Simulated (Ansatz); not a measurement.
Reaction (ligand exchange at the Si–C bond): `CC[SiH](N)F` + HBr → `N[SiH](F)Br` + `CC`

Isolated molecules relaxed with PBE0-D4/def2-TZVP in Ansatz; ΔE leaves out vibrations. CCSD(T)/CBS adds triple-zeta CCSD(T) − MP2 to the extrapolated MP2 energy (def2 sets, frozen cores). This one scheme is used for every species. Functionals use def2-TZVPP. B3LYP here is the variant with VWN-RPA as its local correlation; programs differ in this. HSE06 is defined as in plane-wave codes. For Br outer-core shells are correlated without core-valence functions, which leaves a few kJ/mol of doubt a bond. Scalar relativity is left out up to krypton. One conformer a species, not always the lowest.

```tsv
level	ΔE (kJ/mol)	difference from CCSD(T)/CBS
LDA (SPW92)	-94.3	8.4
PBE-D4	-99.3	3.4
revPBE-D4	-97.9	4.8
BLYP-D4	-98.6	4.1
r2SCAN-D4	-104.3	-1.6
B97M-V	-103.4	-0.7
r2SCANh-D4	-104.8	-2.1
r2SCAN0-D4	-105.6	-2.9
HSE06-D4	-102.4	0.3
BHLYP-D4	-106.2	-3.5
ωB97X-V	-100.9	1.8
ωB97M-V	-101.1	1.6
B2PLYP	-104.4	-1.7
PBE-QIDH	-105.3	-2.6
PBE	-101.5	1.2
revPBE	-103.9	-1.2
r2SCAN	-105.3	-2.6
PBE0	-104.1	-1.4
B3LYP	-104.5	-1.8
r2SCANh	-105.9	-3.2
r2SCAN0	-106.8	-4.1
HSE06	-104.3	-1.6
BHLYP	-107.4	-4.7
CAM-B3LYP	-101.8	0.9
LC-ωPBE	-101.1	1.6
RPA@PBE/def2-TZVPP	-92.9	9.8
HF/def2-SVP	-105.5	-2.8
MP2/def2-SVP	-98.2	4.5
CCSD/def2-SVP	-93.7	9.0
CCSD(T)/def2-SVP	-92.5	10.2
HF/def2-TZVPP	-113.8	-11.1
MP2/def2-TZVPP	-103.7	-1.0
SCS-MP2/def2-TZVPP	-103.0	-0.3
CCSD/def2-TZVPP	-98.9	3.8
CCSD(T)/def2-TZVPP	-97.7	5.0
HF/def2-QZVPP	-113.8	-11.1
MP2/def2-QZVPP	-106.5	-3.8
SCS-MP2/def2-QZVPP	-105.5	-2.8
HF/CBS(def2)	-113.8	-11.1
CCSD/CBS(def2)	-103.9	-1.2
CCSD(T)/CBS	-102.7	0
```

Largest T1 diagnostic among the species: 0.010.

In def2-TZVPP, CCSD(T) changes the Hartree–Fock value by +16.0 kJ/mol (the triples alone add +1.2 kJ/mol) and MP2 by +10.1 kJ/mol. At CCSD(T), def2-SVP lies +10.2 kJ/mol from the extrapolated value and def2-TZVPP +5.0 kJ/mol. Leaving LDA and LC-ωPBE aside and taking each functional with its dispersion term where it has one, the values spread over 8.3 kJ/mol, from BHLYP-D4 to revPBE-D4. LDA lies +7.2 kJ/mol from PBE without D4.

CCSD(T)/CBS has its own doubt, a few kJ/mol and more with outer-core shells, so smaller differences from it don't rank the levels.
